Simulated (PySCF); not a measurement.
C₂H₅FO₂Si, SMILES O([Si@H](C)F)C=O. Heavy atoms are numbered as in [CH3:1][Si@H:2]([F:3])[O:4][CH:5]=[O:6]. Hydrogens are named by the atom that carries them.

Geometry optimised at B3LYP-D3(BJ)/def2-SVP. The structure was generated by enumeration; whether it is a known compound was not checked. The values are those of a single conformer.

Method: r2SCAN/def2-TZVP in PySCF.

ESP charges are fitted to the potential on shells at 1.4 to 2.0 van der Waals radii. Atomic charges (e), one atom of each kind:

```tsv
atom	Mulliken	ESP fit
C1 (CH3)	-0.49	-0.78
Si2 (SiH)	0.70	0.97
F3	-0.33	-0.32
O4	-0.33	-0.46
C5 (CH)	0.28	0.52
O6	-0.34	-0.48
H on C1	0.16	0.22
H on Si2	-0.03	-0.14
H on C5	0.10	0.06
```

Computed Mayer and Wiberg (Löwdin basis) orders of the bonds:
```csv
bond,Mayer,Wiberg
C1–Si2,1.03,1.24
Si2–F3,1.10,1.69
Si2–O4,0.95,1.28
O4–C5,1.15,1.80
C5–O6,1.96,2.75
```
